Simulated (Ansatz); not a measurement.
Job for Ansatz (a quantum-chemistry and plane-wave program): R-CCSD(T)/def2-TZVPP on H5NSiSn (SMILES [NH2][Sn][SiH3]), a point of a torsion scan. Elements past Kr take the def2 small-core potentials; no spin–orbit coupling. The run froze 15 orbitals, filled d shells among them.

Ansatz 0.2 input:
```yaml
crystal:
  periodic: [false, false, false]
  atoms:
    - {symbol: N, position_ang: [1.92402122, -0.13738705, 0.11405383]}
    - {symbol: Sn, position_ang: [0.62233517, -0.07714114, 1.66342098]}
    - {symbol: Si, position_ang: [-1.43910200, 0.07666402, 0.07064148]}
    - {symbol: H, position_ang: [2.92538107, -0.21180117, 0.21764169]}
    - {symbol: H, position_ang: [1.73087011, -0.10442431, -0.87584857]}
    - {symbol: H, position_ang: [-1.86921248, -1.21017881, -0.51018068]}
    - {symbol: H, position_ang: [-2.68789021, 0.59266510, 0.66350656]}
    - {symbol: H, position_ang: [-1.26262681, 0.93179836, -1.11757168]}
basis:
  gaussian:
    orbitals: def2-TZVPP
magnetization: {spin_polarized: false}
correlation: {method: ccsd_t, electrons: outside_noble_gas}
scf: {lower_state_search: off}
```

Output:

```
WARN ansatz: RAYON_NUM_THREADS=1 ignored (pool sized by the plan → 1); use --threads N
Functional definition: HF
these checks for a lower state are left out or cut short: stability, starts, cluster_reference, orbital_swaps, neighbouring_geometries, increment
integrals: 0.72 GiB planned
1291 factors; integrals over basis functions are off by at most 1.1e-3 eV
mean field: 0.57 GiB planned
mean field evaluation 1: about -15225.7625 eV, gradient 3.9e1 eV
mean field evaluation 2: about -15225.8822 eV, gradient 3.9e1 eV
mean field evaluation 4: about -15229.5327 eV, gradient 3.6e0 eV
mean field evaluation 8: about -15229.6202 eV, gradient 2.7e-1 eV
mean field -15229.62084151 eV, -559.6782429178 hartree, gradient 2.6e-6 eV, S^2 0.000000; 0 other end points of the search recorded, 0 dependent functions left out
15 core orbitals not correlated
reference -15229.62084151 eV, -559.6782429178 hartree; 9, 9 occupied and 169, 169 virtual orbitals, 1291 factors
second order -11.84892649 eV of doubles, -0.00000000 eV of singles
coupled cluster: 2.03 GiB planned
cycle   1  -12.47713213 eV  change   -6.3e-1 eV  update   9.9e-2
cycle   2  -12.86195612 eV  change   -3.8e-1 eV  update   3.5e-2
cycle   3  -12.97017595 eV  change   -1.1e-1 eV  update   2.2e-2
cycle   4  -12.96146100 eV  change    8.7e-3 eV  update   7.0e-3
cycle   5  -12.95991455 eV  change    1.5e-3 eV  update   3.8e-3
cycle   6  -12.95992450 eV  change   -1.0e-5 eV  update   1.4e-3
cycle   7  -12.95957726 eV  change    3.5e-4 eV  update   5.6e-4
cycle   8  -12.95979028 eV  change   -2.1e-4 eV  update   2.0e-4
cycle   9  -12.95985049 eV  change   -6.0e-5 eV  update   6.1e-5
cycle  10  -12.95982211 eV  change    2.8e-5 eV  update   2.2e-5
cycle  11  -12.95983248 eV  change   -1.0e-5 eV  update   8.4e-6
perturbative correction -0.51590328 eV, -0.0189590960 hartree
Total energy: -15243.09657728 eV, -560.1734670731 hartree
Checks for a lower state left out: stability, starts, cluster_reference, orbital_swaps, neighbouring_geometries, increment
```

The run converged.

Cost: very roughly 50 core-seconds.
